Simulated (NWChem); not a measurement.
Species: C$_{3}$H$_{4}$BFO; SMILES C=C=CB(O)F

```xyz
10

C      0.2464     2.6679     0.0000
C     -0.3144     1.4896     0.0000
C     -0.8559     0.2908     0.0000
B      0.0161    -1.0036     0.0000
O     -0.4988    -2.2531     0.0000
F      1.3410    -0.9112     0.0000
H      0.4923     3.1756     0.9382
H      0.4923     3.1756    -0.9382
H     -1.9537     0.2336     0.0000
H     -1.4597    -2.2672     0.0000
```
Atoms are numbered in this order, from 1.

All runs: NWChem. Pople sets run with spherical d functions. Coordinates come from a PBE0/def2-SVP optimisation. Atomic charges in e: unrestrained fits to the electrostatic potential beside Mulliken populations; buried atoms are poorly determined by the fit.

For level Hartree-Fock/6-31G*:

| Property | Value |
|---|---|
| Mulliken C1 | -0.53 |
| ESP C3 | -0.68 |
| Mulliken C3 | -0.59 |
| ESP B4 | 0.97 |
| Mulliken B4 | 0.90 |
| ESP O5 | -0.75 |
| Mulliken O5 | -0.72 |

What are these values for level B3LYP/def2-SVP?


| Property | Result |
|---|---|
| Mulliken C1 | -0.20 |
| ESP C3 | -0.56 |
| Mulliken C3 | -0.20 |
| ESP B4 | 0.78 |
| Mulliken B4 | 0.07 |
| ESP O5 | -0.64 |
| Mulliken O5 | -0.10 |
